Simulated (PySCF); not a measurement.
Gas-phase reaction: TaF₅ + O = TaOF₃ + 2 F, at 2000 K and a standard pressure of 1 bar. Level: BLYP/def2-TZVP†.

Method: PySCF energies plus ideal-gas RRHO corrections (1 bar). † marks an energy on the PBE0/def2-TZVP geometry and frequencies. Open shells (unrestricted): O (multiplicity 3, electronic degeneracy 9), F (multiplicity 2, electronic degeneracy 6); the rest are closed-shell singlets. Spin-orbit splitting is ignored; it lowers the true energy and changes the entropy of O, F. Ta: scalar-relativistic def2 core potential, no spin-orbit coupling. TaOF₃: computed as isolated molecules; such fragments, hydroxides, amides, oligomers or adducts are transient or little studied in the gas. The harmonic model lacks anharmonicity and excited electronic states, which grow with temperature; levels with a mode under 35 cm⁻¹ are left out. Soft modes under 120 cm⁻¹ make the harmonic entropy rough for TaF₅.

```json
[
 {"species": "TaF₅", "E (Ha)": "-556.78927", "H(2000 K) − E (kJ/mol)": "268.0", "S°(2000 K) (J/mol/K)": "587.8"},
 {"species": "O", "E (Ha)": "-75.08516", "H(2000 K) − E (kJ/mol)": "41.6", "S°(2000 K) (J/mol/K)": "201.3"},
 {"species": "TaOF₃", "E (Ha)": "-432.21317", "H(2000 K) − E (kJ/mol)": "218.1", "S°(2000 K) (J/mol/K)": "517.9"},
 {"species": "F", "E (Ha)": "-99.76088", "H(2000 K) − E (kJ/mol)": "41.6", "S°(2000 K) (J/mol/K)": "200.0"}
]
```
E: electronic energy; H − E holds the zero-point and thermal terms. 1 Ha = 2625.5 kJ/mol.

**Question.** Work out ΔH°, ΔS°, ΔG° and log10 K from these numbers.

**Answer.** 1. ΔE = 1×(-432.21317) + 2×(-99.76088) − 1×(-556.78927) − 1×(-75.08516) = 0.13950 Ha = 366.3 kJ.
2. Δ(H − E) = 1×(218.1) + 2×(41.6) − 1×(268.0) − 1×(41.6) = -8.3 kJ, so ΔH° = 358.0 kJ.
3. ΔS° = 1×(517.9) + 2×(200.0) − 1×(587.8) − 1×(201.3) = 128.8 J/K; the number of gas molecules changes by +1.
4. ΔG° = ΔH° − TΔS° = 358.0 − 2000×(128.8)/1000 = 100.4 kJ.
5. log10 K = −ΔG°/(RT ln 10) = -2.62, with RT ln 10 = 38.29 kJ/mol; at standard pressures the reactants are favoured.
6. A shift of 10 kJ in ΔE would move log10 K by 0.26 here.
7. Lowering the total pressure from 1 bar to 0.01 bar multiplies the mole-fraction quotient K_x = K (p/p°)^(−Δn) by 10^2, which pushes the balance towards the products.
For scale, ΔH°(298 K) is 364 kJ at this level, 380 kJ at ωB97M-V/def2-TZVP†, and runs from 229 to 443 kJ over the 18 levels computed.
